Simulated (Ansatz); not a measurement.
A nudged elastic band was laid between two geometries of FGeH3 (5 atoms, charge 0, multiplicity 1).

Computed with RKS revPBE/def2-SVPD (Ansatz 0.2.0).

| Quantity | Value |
| --- | --- |
| movable images | 5 |
| climbing image | yes |
| spring | 5.0 eV/Å² |
| optimiser | quadratic models (default) |
| start path | through a guess of the saddle point |
| force threshold | 0.05 eV/Å |
| iteration limit | 60 |
| end points | relaxed |

First end point:

```xyz
5
Properties=species:S:1:pos:R:3
Ge 0.293 -0.065 0.207
H 0.243 0.017 1.752
H 1.733 0.017 -0.354
F -0.548 1.402 -0.388
H -0.505 -1.266 -0.357
```

Last end point:

```xyz
5
Properties=species:S:1:pos:R:3
Ge 0.105 -0.098 -0.945
H 1.061 -0.228 1.338
H 1.624 0.103 0.920
F -0.812 1.405 -0.484
H -0.763 -1.075 0.031
```

Q: Which bonds break or form, and what moves?

A: Bonds broken: Ge1–H2, Ge1–H3. Bonds formed: H2–H3. FGeH3 becomes FGeH + H2.

Q: Give the energies along the band, and the barrier.

A: The forces met the threshold. The highest image is number 3 of 0 to 6, 2.31 eV above the first end and 1.20 eV above the last; the last end lies 1.11 eV above the first. A vibrational analysis at the climbing image gives one clearly imaginary mode, 1036i cm⁻¹: a first-order saddle point. The orbitals stay closed-shell, which can raise the energy where a bond breaks towards radicals; this wasn't checked here.

```
image  path coordinate (Å)  energy (eV)  Ge1–H2 (Å)  Ge1–H3 (Å)  H2–H3 (Å)
    0                 0.00         0.00        1.55        1.55       2.58
    1                 0.43         0.39        1.52        1.53       2.22
    2                 0.87         1.55        1.58        1.51       1.83
    3                 1.30         2.31        1.77        1.57       1.46
    4                 1.67         1.74        1.89        1.70       1.03
    5                 2.04         1.15        2.18        2.09       0.79
    6                 2.42         1.11        2.48        2.41       0.78
```

Q: What is the geometry of the highest image?

A: 
```xyz
5
Properties=species:S:1:pos:R:3
Ge 0.314 -0.042 -0.453
H 0.540 -0.244 1.287
H 1.623 0.150 0.384
F -0.670 1.465 -0.352
H -0.592 -1.223 -0.007
```

Q: What are the harmonic wavenumbers there?

A: 1036i, 413, 516, 596, 616, 874, 1430, 2030, 2080 cm⁻¹.

The band took 11 iterations and of the order of 70 core-seconds.

Time of the run: 35 s on 2 threads of Intel(R) Xeon(R) Platinum 8488C (Sapphire Rapids), on a shared host, peak memory 0.16 GiB.
